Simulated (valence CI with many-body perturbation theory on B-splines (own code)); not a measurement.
Forbidden lines of Os35+

Level of theory: relativistic CI+MBPT: five valence electrons over a frozen Dirac-Fock core [Kr], a basis of 7 s, 7 p, 8 d, 6 f, 4 g, 1 h functions for each j, with the one-electron correlation potential Σ1 (screened to all orders), the two-electron term Σ2, the three-electron term Σ3, Breit, model QED; selected single and double excitations, second order for the rest (own B-spline code, finite nucleus).

No measured spectrum was set against this ion. As an estimate, large intervals hold to a few tenths of a per cent, small ones and those within an open d or f shell to about a per cent. Only levels of the ground parity were solved; by the run's estimate the other parity begins above the list, which can be wrong where configurations are misplaced.

Lines 1 to 50 of 120 in falling wavelength, among levels below 716600 cm⁻¹, chosen from the decays that carry over 1 % of a level's rate. Wavelengths and rates use the calculated energies. Electric multipoles are in the length gauge, E1 and E2 with the static RPA response of the core. Weak lines are less certain than strong ones. Lines between different terms over intervals too small for the method are left out, as are lines whose strength nearly cancels. Branching is blank where the lifetime is uncertain.

Levels are named by their leading jj configuration (3d3/2^4 stands for four electrons in 3d with j = 3/2), which in mixed levels can hold well under half, so a name can repeat and another be missing. Letters in brackets count levels of one name in rising energy.

| λ vac (nm) | Upper | Lower | Type | A (s⁻¹) | Branch % |
| --- | --- | --- | --- | --- | --- |
| 1237 | (4d3/2^3 4d5/2^2) J=11/2 | (4d3/2^3 4d5/2^2) J=7/2 [a] | E2 | 2.94e-07 |  |
| 763.7 | (4d3/2^3 4d5/2^2) J=9/2 | (4d3/2^3 4d5/2^2) J=11/2 | M1 | 2.06e+01 | 15.1 |
| 649.0 | (4d3/2^3 4d5/2^2) J=7/2 [b] | (4d3/2^3 4d5/2^2) J=5/2 [b] | M1 | 2.59e+01 | 1.0 |
| 472.2 | (4d3/2^3 4d5/2^2) J=9/2 | (4d3/2^3 4d5/2^2) J=7/2 [a] | M1 | 1.02e+02 | 74.5 |
| 386.3 | (4d3/2^3 4d5/2^2) J=5/2 [b] | (4d3/2^3 4d5/2^2) J=3/2 [a] | M1 | 1.50e+02 | 3.1 |
| 295.8 | (4d3/2^3 4d5/2^2) J=1/2 | (4d3/2^3 4d5/2^2) J=3/2 [a] | M1 | 9.74e+02 | 95.4 |
| 258.2 | (4d3/2^3 4d5/2^2) J=7/2 [a] | (4d3/2^3 4d5/2^2) J=5/2 [a] | M1 | 5.80e+02 | 1.6 |
| 219.3 | (4d3/2^3 4d5/2^2) J=7/2 [b] | (4d3/2^3 4d5/2^2) J=7/2 [a] | M1 | 2.09e+02 | 8.4 |
| 187.2 | (4d3/2^2 4d5/2^3) J=1/2 [b] | (4d3/2^2 4d5/2^3) J=3/2 [a] | M1 | 1.63e+03 | 1.7 |
| 182.2 | (4d3/2^3 4d5/2^2) J=3/2 [b] | (4d3/2^3 4d5/2^2) J=1/2 | M1 | 2.00e+02 | 1.6 |
| 178.8 | (4d3/2^2 4d5/2^3) J=7/2 [b] | (4d3/2^2 4d5/2^3) J=7/2 [a] | M1 | 4.42e+02 | 1.4 |
| 171.9 | (4d3/2^2 4d5/2^3) J=9/2 [c] | (4d3/2^2 4d5/2^3) J=9/2 [b] | M1 | 1.33e+03 | 3.6 |
| 159.2 | (4d3/2^3 4d5/2^2) J=3/2 [b] | (4d3/2^3 4d5/2^2) J=5/2 [b] | M1 | 5.55e+02 | 4.4 |
| 145.1 | (4d3/2^3 4d5/2^2) J=5/2 [b] | (4d3/2^3 4d5/2^2) J=5/2 [a] | M1 | 3.29e+03 | 69.1 |
| 138.0 | (4d3/2^2 4d5/2^3) J=3/2 [c] | (4d3/2^2 4d5/2^3) J=1/2 [b] | M1 | 9.16e+02 | 2.3 |
| 136.2 | (4d3/2^2 4d5/2^3) J=1/2 [a] | (4d3/2^3 4d5/2^2) J=3/2 [b] | M1 | 3.59e+03 | 3.4 |
| 123.8 | (4d3/2^2 4d5/2^3) J=3/2 [a] | (4d3/2^3 4d5/2^2) J=3/2 [b] | M1 | 1.73e+03 | 1.0 |
| 118.7 | (4d3/2^2 4d5/2^3) J=5/2 [b] | (4d3/2^3 4d5/2^2) J=3/2 [b] | M1 | 2.92e+03 | 3.3 |
| 112.7 | (4d3/2^3 4d5/2^2) J=3/2 [b] | (4d3/2^3 4d5/2^2) J=3/2 [a] | M1 | 1.56e+03 | 12.5 |
| 112.1 | (4d3/2^2 4d5/2^3) J=3/2 [b] | (4d3/2^2 4d5/2^3) J=5/2 [a] | M1 | 9.13e+02 | 2.0 |
| 108.0 | (4d3/2^2 4d5/2^3) J=3/2 [c] | (4d3/2^2 4d5/2^3) J=5/2 [c] | M1 | 2.13e+03 | 5.4 |
| 89.54 | (4d3/2^2 4d5/2^3) J=9/2 [a] | (4d3/2^3 4d5/2^2) J=7/2 [b] | M1 | 6.91e+03 | 11.9 |
| 87.67 | (4d3/2^2 4d5/2^3) J=5/2 [c] | (4d3/2^3 4d5/2^2) J=3/2 [b] | M1 | 1.72e+04 | 15.0 |
| 85.67 | (4d3/2^2 4d5/2^3) J=7/2 [a] | (4d3/2^3 4d5/2^2) J=5/2 [b] | M1 | 1.32e+04 | 15.3 |
| 85.19 | (4d3/2^2 4d5/2^3) J=5/2 [a] | (4d3/2^3 4d5/2^2) J=3/2 [a] | M1 | 1.89e+03 | 1.2 |
| 82.18 | (4d3/2^2 4d5/2^3) J=5/2 [a] | (4d3/2^3 4d5/2^2) J=7/2 [a] | M1 | 1.15e+04 | 7.0 |
| 81.34 | (4d3/2^3 4d5/2^2) J=5/2 [a] | (4d3/2^4 4d5/2) J=5/2 | M1 | 6.73e+04 | 100.0 |
| 79.53 | (4d3/2^2 4d5/2^3) J=7/2 [a] | (4d3/2^3 4d5/2^2) J=9/2 | M1 | 1.96e+04 | 22.9 |
| 79.29 | (4d3/2 4d5/2^4) J=5/2 [a] | (4d3/2^2 4d5/2^3) J=5/2 [b] | M1 | 3.06e+03 | 1.7 |
| 77.94 | (4d3/2^2 4d5/2^3) J=1/2 [a] | (4d3/2^3 4d5/2^2) J=1/2 | M1 | 3.47e+04 | 32.5 |
| 77.14 | (4d3/2 4d5/2^4) J=5/2 [a] | (4d3/2^2 4d5/2^3) J=3/2 [a] | M1 | 6.99e+03 | 4.0 |
| 76.66 | (4d3/2 4d5/2^4) J=7/2 [a] | (4d3/2^2 4d5/2^3) J=5/2 [c] | M1 | 1.26e+04 | 6.8 |
| 76.26 | (4d3/2^2 4d5/2^3) J=11/2 | (4d3/2^3 4d5/2^2) J=9/2 | M1 | 8.52e+03 | 14.5 |
| 75.95 | (4d3/2^2 4d5/2^3) J=5/2 [b] | (4d3/2^3 4d5/2^2) J=7/2 [b] | M1 | 9.23e+03 | 10.4 |
| 75.91 | (4d3/2^3 4d5/2^2) J=3/2 [b] | (4d3/2^3 4d5/2^2) J=5/2 [a] | M1 | 1.37e+03 | 10.9 |
| 74.53 | (4d3/2^2 4d5/2^3) J=1/2 [b] | (4d3/2^3 4d5/2^2) J=3/2 [b] | M1 | 1.34e+03 | 1.4 |
| 73.72 | (4d3/2^2 4d5/2^3) J=3/2 [a] | (4d3/2^3 4d5/2^2) J=1/2 | M1 | 6.52e+03 | 3.9 |
| 73.48 | (4d3/2^2 4d5/2^3) J=9/2 [a] | (4d3/2^3 4d5/2^2) J=9/2 | M1 | 5.83e+02 | 1.0 |
| 72.24 | (4d3/2 4d5/2^4) J=5/2 [b] | (4d3/2^2 4d5/2^3) J=5/2 [b] | M1 | 2.50e+03 | 1.4 |
| 71.19 | (4d3/2 4d5/2^4) J=7/2 [a] | (4d3/2^2 4d5/2^3) J=9/2 [b] | M1 | 1.27e+04 | 6.9 |
| 70.45 | (4d3/2 4d5/2^4) J=5/2 [b] | (4d3/2^2 4d5/2^3) J=3/2 [a] | M1 | 1.01e+04 | 5.7 |
| 69.65 | (4d3/2^2 4d5/2^3) J=3/2 [a] | (4d3/2^3 4d5/2^2) J=5/2 [b] | M1 | 2.69e+04 | 16.1 |
| 69.34 | (4d3/2^2 4d5/2^3) J=11/2 | (4d3/2^3 4d5/2^2) J=11/2 | M1 | 5.02e+04 | 85.5 |
| 68.07 | (4d3/2^2 4d5/2^3) J=7/2 [a] | (4d3/2^3 4d5/2^2) J=7/2 [a] | M1 | 3.10e+04 | 36.1 |
| 67.99 | (4d3/2^2 4d5/2^3) J=5/2 [b] | (4d3/2^3 4d5/2^2) J=5/2 [b] | M1 | 3.45e+04 | 38.8 |
| 67.03 | (4d3/2^2 4d5/2^3) J=9/2 [a] | (4d3/2^3 4d5/2^2) J=11/2 | M1 | 1.97e+04 | 34.1 |
| 66.91 | (4d3/2 4d5/2^4) J=11/2 | (4d3/2^2 4d5/2^3) J=9/2 [b] | M1 | 1.21e+04 | 7.9 |
| 66.04 | (4d3/2^2 4d5/2^3) J=9/2 [b] | (4d3/2^3 4d5/2^2) J=7/2 [b] | M1 | 9.74e+03 | 8.5 |
| 63.91 | (4d3/2 4d5/2^4) J=5/2 [a] | (4d3/2^2 4d5/2^3) J=7/2 [a] | M1 | 3.57e+04 | 20.3 |
| 63.60 | (4d3/2^2 4d5/2^3) J=7/2 [b] | (4d3/2^3 4d5/2^2) J=7/2 [b] | M1 | 1.06e+04 | 32.9 |
